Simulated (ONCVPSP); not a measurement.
u(r) = r·R(r): atom against pseudo-atom (rubidium (Rb))

Columns: radius, all-electron u(r) and pseudo u(r) of the 4p shell (level -16.02 eV) of rubidium in the configuration [Ar] 3d10 4s2 4p6 5s1; PW91, scalar-relativistic, ONCV scheme, ONCVPSP 4.0.1.

| r (bohr) | all-electron | pseudo |
| --- | --- | --- |
| 0.123 | 0.2127 | 0.0158 |
| 0.245 | -0.2038 | 0.0614 |
| 0.368 | -0.4037 | 0.1335 |
| 0.490 | -0.3024 | 0.2253 |
| 0.613 | -0.0602 | 0.3311 |
| 0.735 | 0.2021 | 0.4410 |
| 0.858 | 0.4322 | 0.5484 |
| 0.980 | 0.6073 | 0.6437 |
| 1.103 | 0.7296 | 0.7221 |
| 1.225 | 0.8031 | 0.7785 |
| 1.348 | 0.8377 | 0.8122 |
| 1.470 | 0.8417 | 0.8230 |
| 1.593 | 0.8236 | 0.8130 |
| 1.715 | 0.7902 | 0.7857 |
| 1.838 | 0.7465 | 0.7452 |
| 1.960 | 0.6973 | 0.6971 |
| 2.083 | 0.6449 | 0.6449 |
| 2.205 | 0.5924 | 0.5924 |
| 2.328 | 0.5404 | 0.5404 |
| 2.450 | 0.4909 | 0.4909 |
| 2.573 | 0.4437 | 0.4437 |
| 2.695 | 0.4000 | 0.4000 |
| 2.818 | 0.3592 | 0.3592 |
| 2.940 | 0.3221 | 0.3221 |
| 3.063 | 0.2879 | 0.2879 |
| 3.185 | 0.2572 | 0.2572 |

Question: How many radial nodes do the two functions have?

Answer: The all-electron 4p function has n − l − 1 = 2; the pseudo-wave has 0, since the states of the same l below it are removed with the core.

Question: At about which radius was the pseudo-wave matched?

Answer: 2.30 bohr. The columns agree to 0.0005 from 1.96 bohr on; several derivatives are matched, so the curves merge somewhat inside the radius.

Question: Where does each function peak?

Answer: Outermost all-electron maximum near 1.47 bohr, pseudo maximum near 1.47 bohr (to the table’s step).

Question: Is the pseudo-wave norm-conserving?

Answer: Yes: the ONCV scheme keeps the norm inside the radius equal to the all-electron one, which fixes the energy derivative of the logarithmic derivative at the level.
